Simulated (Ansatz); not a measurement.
The first iterations of a band of AsH3 + CH7NSi (14 atoms, charge 0, multiplicity 1).

Level of theory: RHF/def2-SVP (Ansatz).

```yaml
movable_images: 7
climbing_image: yes
spring: 0.5 eV/Å²
optimiser: quadratic models (default)
start_path: through a guess of the saddle point
force_threshold: 0.05 eV/Å
iteration_limit: 60
end_points: relaxed
```

Initial state:

```xyz
14
Properties=species:S:1:pos:R:3
Si -0.070 -1.131 -1.236
C 0.667 -1.954 0.286
H 0.396 -1.878 -2.439
H -1.552 -1.205 -1.228
N 0.352 0.552 -1.244
H -1.708 1.596 1.383
As -0.836 2.820 1.268
H 1.759 -1.888 0.277
H 0.402 -3.013 0.321
H 0.308 -1.478 1.200
H -0.146 1.187 -1.839
H 1.314 0.828 -1.179
H 0.392 2.158 1.840
H -1.279 3.406 2.591
```

Final state:

```xyz
14
Properties=species:S:1:pos:R:3
Si -0.277 0.918 -1.263
C 0.353 -2.767 1.983
H 0.959 0.193 -0.898
H -1.412 -0.028 -1.367
N -0.003 1.675 -2.786
H 0.593 -1.783 2.385
As -0.890 2.462 0.463
H 0.536 -3.526 2.744
H 0.980 -2.966 1.113
H -0.696 -2.794 1.688
H -0.733 2.133 -3.294
H 0.899 2.037 -3.029
H 0.507 2.995 0.679
H -0.816 1.451 1.583
```

| iteration | highest image above the first end (eV) | largest band force component (eV/Å) |
| --- | --- | --- |
| 1 | 7.627 | 17.376 |
| 2 | 3.709 | 7.856 |
| 3 | 2.860 | 3.647 |
| 4 | 2.394 | 1.411 |
| 5 | 2.415 | 2.324 |
| 6 | 2.469 | 0.644 |
| 7 | 3.033 | 0.631 |
| 8 | 3.363 | 1.102 |
| 9 | 2.827 | 0.970 |
| 10 | 2.572 | 2.392 |
| 11 | 2.606 | 2.652 |
| 12 | 3.586 | 1.842 |
| 13 | 4.191 | 0.888 |
| 14 | 4.140 | 0.346 |
| 15 | 4.109 | 0.345 |

Q: Does the band converge within its limit, and where does its top end?

A: It converged. It ended after 45 iterations with the highest image 3.612 eV above the first end. Neighbouring images differ by up to 3.4 eV, so the band resolves the path poorly. The order of the stationary point at the top wasn't checked. The orbitals stay closed-shell, which can raise the energy where a bond breaks towards radicals; this wasn't checked here.

Time of the run: 9.9 min on 2 threads of Arm Neoverse V2, on a shared host, peak memory 0.34 GiB.
